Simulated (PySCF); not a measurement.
PySCF 2.14 output of an unrestricted PBE calculation on a single atom or ion in aug-cc-pV(Q+d)Z with one added diffuse shell each of s, p, d, f, g type (8s7p6d4f3g, 114 functions), with the non-relativistic Hamiltonian (point nucleus):

```
SCF conv_tol = 1e-09
number electrons alpha = 9  beta = 8
    J. P. Perdew, K. Burke, and M. Ernzerhof.,  Phys. Rev. Lett. 77, 3865 (1996)
    J. P. Perdew, K. Burke, and M. Ernzerhof.,  Phys. Rev. Lett. 78, 1396 (1997)
    J. P. Perdew, K. Burke, and M. Ernzerhof.,  Phys. Rev. Lett. 77, 3865 (1996)
    J. P. Perdew, K. Burke, and M. Ernzerhof.,  Phys. Rev. Lett. 78, 1396 (1997)
cycle= 1 E= -526.234067267868  delta_E= -0.00788  |g|= 0.035  |ddm|= 0.776
cycle= 2 E= -526.234374555975  delta_E= -0.000307  |g|= 0.021  |ddm|= 0.151
cycle= 3 E= -526.234532123465  delta_E= -0.000158  |g|= 0.0037  |ddm|= 0.0817
cycle= 4 E= -526.234534073181  delta_E= -1.95e-06  |g|= 0.000162  |ddm|= 0.0119
cycle= 5 E= -526.234534089159  delta_E= -1.6e-08  |g|= 3.55e-06  |ddm|= 0.000566
cycle= 6 E= -526.234534089165  delta_E= -5.34e-12  |g|= 1.37e-07  |ddm|= 1.19e-05
converged SCF energy = -526.234534089165  <S^2> = 0.75113307  2S+1 = 2.0011327
```

The run itself started from symmetry-adapted Hartree-Fock orbitals and held the occupation by maximum overlap, on a logarithmic radial grid, so the iterations belong to that start.

Task: Which element, charge and spin multiplicity is this?

Result: Ar⁺ (argon, charge +1), multiplicity 2; the state was [Ne] 3s1 3p6, 2S determinant (an excited configuration).
